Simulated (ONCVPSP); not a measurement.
# PBE ONCV dataset for Ce, scalar-relativistic all-electron reference.

- Element: cerium
- Generator: ONCVPSP 4.0.1
- Type: optimised norm-conserving Vanderbilt (ONCV)
- Functional: PBE
- Relativity: scalar-relativistic
- Frozen core: [Kr]
- Valence charge: 22
- Reference configuration: 4d10 4f1 5s2 5p6 5d1.5 6s1.5
- Partial waves: 5s+6s: rc 2.95 bohr, ncon 3, nbas 7, qcut 5.3 1/bohr, 3 projectors, debl 2.6 Ha; 5p: rc 2.20 bohr, ncon 4, nbas 8, qcut 6.8 1/bohr, 2 projectors, debl 1.6 Ha; 4d+5d: rc 1.45 bohr, ncon 4, nbas 8, qcut 9.3 1/bohr, 2 projectors; 4f: rc 1.55 bohr, ncon 3, nbas 8, qcut 11.4 1/bohr, 2 projectors, debl 3.7 Ha
- Local potential: polynomial inside 0.95 bohr (lpopt 3, dvloc0 0 Ha)
- Core correction: polynomial model core, fcfact 0.5

Poles of the logarithmic derivatives, all-electron (AE) and pseudo (PS). Narrow ghost or core levels that the grid stepped over were put in at their known energies. s: poles at -1.4, 1.4 (AE) and -3.2, -1.4, 1.4 (PS) Ha. p: poles at -0.2 (AE) and -0.2 (PS) Ha. d: poles at -3.8 (AE) and -3.8 (PS) Ha. f: poles at 0.4 (AE) and 0.4 (PS) Ha. Test radii: s 3.00, p 2.24, d 1.47, f 1.57 bohr.

- Cutoffs needed: 52 Ha and 98 Ha (the cutoffs (Ha) at which the residual kinetic energy of the hardest occupied pseudo-wave falls to 1 and 0.1 mHa per electron)
- Ghost test: ghosts flagged at negative energy: s at -86.2 eV; GHOST(+) flagged for p at 31.5 eV; a true bound ghost makes a file unfit for plane-wave use
- Configuration tests: 1 of 4 tests not solved or not reliable
- rms error of d²Exc/dni dnj: 4.17 mHa without and 1.84 mHa with the model core
